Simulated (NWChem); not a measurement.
System: C2H5GaO; SMILES C=[CH][GaH][OH]

Results from NWChem. Coordinates come from a PBE0/def2-SVP optimisation. Gas phase, vertical. One conformer.

B3LYP/def2-SVPD, TDA puts singlet state 2 at 5.92 eV with oscillator strength 0.090.

Question: Give the wavelength, the transition dipole and the radiative lifetime of that state in vacuum.

Answer: 
1. λ = 1239.84/5.92 = 209 nm, or 47750 cm⁻¹.
2. f = (2/3) ΔE μ² in atomic units, so μ = √(1.5 f/ΔE) = 0.79 a.u. = 2.00 D.
3. τ = 1.499 s cm⁻² / (f ν²) = 7.3 ns, for a non-degenerate state that emits at the vertical energy; a higher state like this one mostly decays faster by other paths.
